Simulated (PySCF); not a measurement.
C$_{6}$H$_{12}$, triplet, at the geometry of the source list (a higher spin typed on purpose: for a closed-shell molecule this is an excited state) (in this run its highest filled SCF level lies above zero, so its values depend strongly on the basis, on diffuse functions most of all); B3LYP/STO-3G (PySCF).

The PySCF input:
```python
from pyscf import gto, scf, dft

mol = gto.Mole()
mol.atom = '''
    C    -0.67120000    1.11310000   -0.68100000
    C     0.74460000    1.25770000   -0.12960000
    C     1.45830000   -0.09140000   -0.13530000
    C     0.67120000   -1.11310000    0.68100000
    C    -0.74460000   -1.25770000    0.12960000
    C    -1.45830000    0.09140000    0.13530000
    H    -0.62190000    0.78380000   -1.72140000
    H    -1.18010000    2.07930000   -0.65940000
    H     1.30590000    1.97880000   -0.72800000
    H     0.69690000    1.63700000    0.89380000
    H     1.55240000   -0.44610000   -1.16420000
    H     2.46480000    0.01750000    0.27470000
    H     1.18010000   -2.07930000    0.65940000
    H     0.62190000   -0.78380000    1.72140000
    H    -1.30590000   -1.97880000    0.72800000
    H    -0.69690000   -1.63700000   -0.89380000
    H    -1.55240000    0.44610000    1.16420000
    H    -2.46480000   -0.01750000   -0.27470000
'''
mol.basis = 'sto-3g'
mol.spin = 2
mol.verbose = 4
mol.build()

mf = dft.UKS(mol)
mf.xc = 'b3lyp'
mf.grids.atom_grid = (99, 590)
mf.grids.prune = None
mf.kernel()
```

The log (banner, timings and long lists left out):

```
PySCF version 2.14.0

[INPUT] verbose = 4
[INPUT] num. atoms = 18
[INPUT] num. electrons = 48
[INPUT] charge = 0
[INPUT] spin (= nelec alpha-beta = 2S) = 2
[INPUT] symmetry False subgroup None
[INPUT] Mole.unit = angstrom
[INPUT] Symbol           X                Y                Z      unit          X                Y                Z       unit  Magmom
[INPUT]  1 C     -0.671200000000   1.113100000000  -0.681000000000 AA   -1.268384174808   2.103454149253  -1.286903490829 Bohr   0.0
[INPUT]  2 C      0.744600000000   1.257700000000  -0.129600000000 AA    1.407090072351   2.376708546865  -0.244908505744 Bohr   0.0
[INPUT]  3 C      1.458300000000  -0.091400000000  -0.135300000000 AA    2.755787607453  -0.172720967785  -0.255679944654 Bohr   0.0
[INPUT]  4 C      0.671200000000  -1.113100000000   0.681000000000 AA    1.268384174808  -2.103454149253   1.286903490829 Bohr   0.0
[INPUT]  5 C     -0.744600000000  -1.257700000000   0.129600000000 AA   -1.407090072351  -2.376708546865   0.244908505744 Bohr   0.0
[INPUT]  6 C     -1.458300000000   0.091400000000   0.135300000000 AA   -2.755787607453   0.172720967785   0.255679944654 Bohr   0.0
[INPUT]  7 H     -0.621900000000   0.783800000000  -1.721400000000 AA   -1.175220676867   1.481167336434  -3.252974550826 Bohr   0.0
[INPUT]  8 H     -1.180100000000   2.079300000000  -0.659400000000 AA   -2.230065799599   3.929307530808  -1.246085406538 Bohr   0.0
[INPUT]  9 H      1.305900000000   1.978800000000  -0.728000000000 AA    2.467793346070   3.739390055289  -1.375720618683 Bohr   0.0
[INPUT] 10 H      0.696900000000   1.637000000000   0.893800000000 AA    1.316950136209   3.093481665913   1.689037210136 Bohr   0.0
[INPUT] 11 H      1.552400000000  -0.446100000000  -1.164200000000 AA    2.933610835775  -0.843006824168  -2.200019154219 Bohr   0.0
[INPUT] 12 H      2.464800000000   0.017500000000   0.274700000000 AA    4.657796951828   0.033070207180   0.519107766418 Bohr   0.0
[INPUT] 13 H      1.180100000000  -2.079300000000   0.659400000000 AA    2.230065799599  -3.929307530808   1.246085406538 Bohr   0.0
[INPUT] 14 H      0.621900000000  -0.783800000000   1.721400000000 AA    1.175220676867  -1.481167336434   3.252974550826 Bohr   0.0
[INPUT] 15 H     -1.305900000000  -1.978800000000   0.728000000000 AA   -2.467793346070  -3.739390055289   1.375720618683 Bohr   0.0
[INPUT] 16 H     -0.696900000000  -1.637000000000  -0.893800000000 AA   -1.316950136209  -3.093481665913  -1.689037210136 Bohr   0.0
[INPUT] 17 H     -1.552400000000   0.446100000000   1.164200000000 AA   -2.933610835775   0.843006824168   2.200019154219 Bohr   0.0
[INPUT] 18 H     -2.464800000000  -0.017500000000  -0.274700000000 AA   -4.657796951828  -0.033070207180  -0.519107766418 Bohr   0.0

nuclear repulsion = 257.463584015634
number of shells = 30
number of NR pGTOs = 126
number of NR cGTOs = 42
basis = sto-3g
ecp = {}

******** <class 'pyscf.dft.uks.UKS'> ********
method = UKS
initial guess = minao
damping factor = 0
level_shift factor = 0
DIIS = <class 'pyscf.scf.diis.CDIIS'>
diis_start_cycle = 1
diis_space = 8
diis_damp = 0
SCF conv_tol = 1e-09
SCF conv_tol_grad = None
SCF max_cycles = 50
direct_scf = True
direct_scf_tol = 1e-13
number electrons alpha = 25  beta = 23
XC library pyscf.dft.libxc version 7.1.2
    S. Lehtola, C. Steigemann, M. J. T. Oliveira, and M. A. L. Marques,  SoftwareX 7, 1–5 (2018)
XC functionals = b3lyp
    P. J. Stephens, F. J. Devlin, C. F. Chabalowski, and M. J. Frisch,  J. Phys. Chem. 98, 11623 (1994)
radial grids:
    Treutler-Ahlrichs [JCP 102, 346 (1995); DOI:10.1063/1.469408] (M4) radial grids

becke partition: Becke, JCP 88, 2547 (1988); DOI:10.1063/1.454033
pruning grids: None
grids dens level: 3
symmetrized grids: False
atomic radii adjust function: <function treutler_atomic_radii_adjust>
User specified grid scheme (99, 590)
small_rho_cutoff = 0
Set gradient conv threshold to 3.16228e-05
tot grids = 1051384
init E= -233.595173214375

cycle= 1 E= -232.520709567643  delta_E= 1.07  |g|= 0.116  |ddm|= 4.06

cycle= 2 E= -232.527138173495  delta_E= -0.00643  |g|= 0.0837  |ddm|= 0.44

cycle= 3 E= -232.532047046222  delta_E= -0.00491  |g|= 0.0136  |ddm|= 0.166

cycle= 4 E= -232.532299219131  delta_E= -0.000252  |g|= 0.00619  |ddm|= 0.11

cycle= 5 E= -232.532442096491  delta_E= -0.000143  |g|= 0.00329  |ddm|= 0.0876

cycle= 6 E= -232.532628513186  delta_E= -0.000186  |g|= 0.00297  |ddm|= 0.137

cycle= 7 E= -232.532777644683  delta_E= -0.000149  |g|= 0.00291  |ddm|= 0.109

cycle= 8 E= -232.533086146719  delta_E= -0.000309  |g|= 0.00292  |ddm|= 0.222

cycle= 9 E= -232.533558215464  delta_E= -0.000472  |g|= 0.00304  |ddm|= 0.364

cycle= 10 E= -232.533995448447  delta_E= -0.000437  |g|= 0.00335  |ddm|= 0.567

cycle= 11 E= -232.533788204773  delta_E= 0.000207  |g|= 0.00271  |ddm|= 0.347

cycle= 12 E= -232.533851945755  delta_E= -6.37e-05  |g|= 0.00808  |ddm|= 0.778

cycle= 13 E= -232.533879265093  delta_E= -2.73e-05  |g|= 0.00771  |ddm|= 0.0228

cycle= 14 E= -232.533956781134  delta_E= -7.75e-05  |g|= 0.00622  |ddm|= 0.0692

cycle= 15 E= -232.533989713841  delta_E= -3.29e-05  |g|= 0.0052  |ddm|= 0.0134

cycle= 16 E= -232.534075888837  delta_E= -8.62e-05  |g|= 0.000582  |ddm|= 0.119

cycle= 17 E= -232.534078190133  delta_E= -2.3e-06  |g|= 0.000147  |ddm|= 0.0325

cycle= 18 E= -232.534078499451  delta_E= -3.09e-07  |g|= 7.28e-05  |ddm|= 0.0167

cycle= 19 E= -232.534078528819  delta_E= -2.94e-08  |g|= 3.52e-05  |ddm|= 0.00477

cycle= 20 E= -232.534078532826  delta_E= -4.01e-09  |g|= 8.59e-06  |ddm|= 0.000431

cycle= 21 E= -232.53407853389  delta_E= -1.06e-09  |g|= 7.37e-06  |ddm|= 0.000196

cycle= 22 E= -232.53407853621  delta_E= -2.32e-09  |g|= 7.73e-06  |ddm|= 0.000641

cycle= 23 E= -232.534078536549  delta_E= -3.39e-10  |g|= 4.84e-06  |ddm|= 0.000157

Extra cycle  E= -232.534078536662  delta_E= -1.13e-10  |g|= 1e-05  |ddm|= 8.74e-05
converged SCF energy = -232.534078536662  <S^2> = 2.0022616  2S+1 = 3.0015074
```
